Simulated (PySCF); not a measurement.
Species: C6H8FN.
Cartesian coordinates in Å at the PBE0-D3(BJ)/def2-SVP level; atoms count from 1:
```
atom  x, y, z in Å
N1     3.024   -0.672   -1.993
C2     2.173   -0.641   -1.211
C3     1.093   -0.613   -0.236
C4    -0.310   -0.886   -0.799
C5    -1.222   -0.489    0.365
C6    -0.467    0.628    1.119
C7     0.905    0.741    0.460
F8     0.872    1.720   -0.507
H9     1.324   -1.360    0.544
H10   -0.440   -1.923   -1.135
H11   -0.469   -0.226   -1.666
H12   -1.381   -1.354    1.027
H13   -2.214   -0.171    0.018
H14   -0.364    0.401    2.190
H15   -0.959    1.608    1.043
H16    1.723    0.988    1.155
```

Linear response at wB97X-D/def2-SVPD (PySCF, frozen core in the response, non-relativistic).

Static isotropic polarisability: 71.63 au (10.61 Å³), principal values 60.4, 66.8, 87.7 au.

Q: What is the polarisability at 1064 nm and at the sodium D line?

A: 72.08 au at 1064 nm (+0.6 %), 73.11 au at 589.3 nm (+2.1 %). The rise at 589.3 nm is 3.32 times that at 1064 nm; a pure ω² law gives 3.26. The lowest singlet lies at 162 nm, shorter than both wavelengths.

Q: What is the isotropic C6 coefficient between two such molecules, C6 = (3/π)∫α(iω)² dω?

A: 2368 au (Eh·bohr⁶) by a ten-point quadrature over imaginary frequencies, which is 1420 eV·Å⁶ or 137 J·nm⁶/mol.

Q: Which effective excitation energy ω̄ makes London's formula C6 = (3/4)α²ω̄ exact here?

A: ω̄ = 4·C6/(3α²) = 0.615 Eh = 16.7 eV. A one-pole form α(ω) = α/(1 − ω²/ω̄²) fitted to the 1064 nm value gives 14.8 eV. London's choice of the ionisation energy (11.34 eV, ΔSCF at the same level) gives C6 = 1600 au, 32 % too low.

Q: What molar refraction at the D line follows from R = (4π/3)·N_A·α′, with α′ the polarisability volume?

A: α′ = 10.83 Å³ gives R = 27.33 cm³/mol, for isolated, non-vibrating species.

Q: What three-body coefficient follows from the one-pole estimate C9 = (3/4)·α·C6?

A: 127000 au. This is an estimate from the two numbers above, not a computed integral.

Q: How many electrons N does the Slater–Kirkwood formula C6 = (3/4)·√N·α^(3/2) need to give this C6?

A: N = (4·C6/3)²/α³ = 27.1; the species has 60 electrons in all.

Q: What n − 1 at the D line would an ideal gas of it have at 273.15 K and 1 atm (2.6868 × 10¹⁹ cm⁻³), by n − 1 = 2π·N·α′?

A: 18.29 × 10⁻⁴, a formal value whether or not that pressure can be reached.

Q: How anisotropic is the static polarisability, by Δα² = ½[(α1 − α2)² + (α2 − α3)² + (α3 − α1)²]?

A: Δα = 24.7 au, or 0.35 of the isotropic value.

Q: The lowest 6 singlets have (eV, f): 7.64, 0.000; 7.97, 0.004; 7.99, 0.005; 8.95, 0.012; 9.08, 0.015; 9.27, 0.010. What share of the static polarisability do they carry in the sum over states α = Σ f/ω²?

A: 0.44 au, 0.6 % of α; the largest term, 0.14 au, is that of the state at 9.08 eV. Their oscillator strengths add up to 0.05. Higher states carry the rest.

Hardware: one thread, Arm Neoverse V1 (aarch64), shared host. Cost: 62 s wall (with the writing of density and orbital grids), 0.99 GiB resident at most. This is the whole response run at wB97X-D/def2-SVPD, SCF included.

One conformer stands for the species.

The pairwise dispersion term of wB97X-D wasn't added to the energies; at a given geometry it leaves orbitals and properties as they are.
